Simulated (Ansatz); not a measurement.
Two members of one family (Series BiH2X), computed with Ansatz in the gas phase; def2 core potentials for Bi, no spin–orbit coupling. A negative affinity means that the extra electron isn't bound at that geometry and level; within about 0.2 eV of zero the sign isn't settled. Binding counts from free atoms in the multiplicity of their measured ground term, without zero-point energy. A dash marks a value that wasn't run or was left out as unsound. The structures are stationary points that may keep the symmetry of their start. Remarks come from the PBE and PBE0 runs and from stability tests at other levels; not every state was tested. A HOMO above zero means that the electron is unbound at that level and held by the basis, or that self-interaction error raises the level; the energy of removing that electron tells which.

First: BiH2(OMe) (singlet, charge 0, r2SCAN-D4/def2-TZVP geometry).

```xyz
8

Bi   -0.445   -0.477   -1.596
H     1.121   -0.786   -2.422
H    -0.667   -2.252   -1.412
O     0.478   -0.286    0.272
C    -0.028    0.739    1.101
H     0.081    1.743    0.662
H     0.548    0.720    2.032
H    -1.089    0.598    1.363
```

```
               level  HOMO (eV)  LUMO (eV)  gap (eV)  vertical EA (eV)  binding per atom (eV)
 r2SCAN-D4/def2-TZVP      -6.07      -1.72      4.35                 –                   3.11
r2SCAN-D4/def2-TZVPD      -6.13      -1.77      4.37             -0.25                   3.11
  B3LYP-D4/def2-TZVP      -7.06      -1.46      5.60                 –                   3.15
  PBE0-D4/def2-TZVPD      -7.35      -1.28      6.07             -0.25                   3.10
  HSE06-D4/def2-TZVP      -6.89      -1.57      5.32                 –                   3.09
```

Remarks: HOMO above zero (-1 doublet).

Second: BiH2(SMe) (singlet, charge 0, r2SCAN-D4/def2-TZVP geometry).

```xyz
8

Bi   -0.943    0.351    1.574
H     0.251    0.453    2.913
H    -1.272    2.103    1.768
S     0.765    0.718   -0.251
C     0.346   -0.697   -1.322
H     0.512   -1.650   -0.819
H     1.019   -0.637   -2.178
H    -0.680   -0.641   -1.685
```

Question: Estimate the same table for the second.

Answer: 
| level | HOMO (eV) | LUMO (eV) | gap (eV) | vertical EA (eV) | binding per atom (eV) |
| --- | --- | --- | --- | --- | --- |
| r2SCAN-D4/def2-TZVP | -5.56 | -1.72 | 3.84 | – | 2.99 |
| r2SCAN-D4/def2-TZVPD | -5.60 | -1.77 | 3.83 | -0.16 | 2.99 |
| B3LYP-D4/def2-TZVP | -6.28 | -1.44 | 4.84 | – | 3.02 |
| PBE0-D4/def2-TZVPD | -6.55 | -1.29 | 5.26 | -0.16 | 2.99 |
| HSE06-D4/def2-TZVP | -6.12 | -1.57 | 4.54 | – | 2.99 |

Remarks: HOMO above zero (-1 doublet).
